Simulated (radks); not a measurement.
Results of a calculation; reference values are marked as such.
Fractional charge and spin in the 4s shell of arsenic: the spin-up occupation runs from 0 to 1 and the spin-down occupation from 0 to 1; the fullest corner is As, [Ar] 3d10 4p(up 1.5, down 1.5) 4s(up 1, down 1). Level of theory: scalar-relativistic Kohn-Sham, r2SCAN, spin-polarised, spherical densities, finite nucleus; meta-GGA in the generalised Kohn-Sham scheme; Fermi nuclear charge, rms radius of each element as measured or else 0.836 A^(1/3) + 0.57 fm (a radial shooting solver on a logarithmic mesh with Libxc functionals). Energy (eV) above the fullest corner. The planes named below are the two flat planes that join the four corners, with an edge along up + down = one added electron.

down \ up       0    0.25     0.5    0.75       1
0          49.736  41.199  33.271  25.956  19.249
0.25       41.199  33.414  26.225  19.631  13.629
0.5        33.271  26.225  19.758  13.869   8.552
0.75       25.956  19.631  13.869   8.665   4.012
1          19.249  13.629   8.552   4.012   0.000

Corners above the fullest one (they belong to As+ and the next ion): (up 1, down 0) 19.249 eV, (up 0, down 1) 19.249 eV, (up 0, down 0) 49.736 eV. With half an added electron in each spin the energy lies 0.509 eV from the planes, and with half an added electron in spin up alone -1.221 eV. The planes are only a guide here: the flat-plane condition holds for ground states with one frontier orbital, while this shell lies below other occupied shells, so the corners above the fullest one are inner-hole states and not the ground states of those ions.
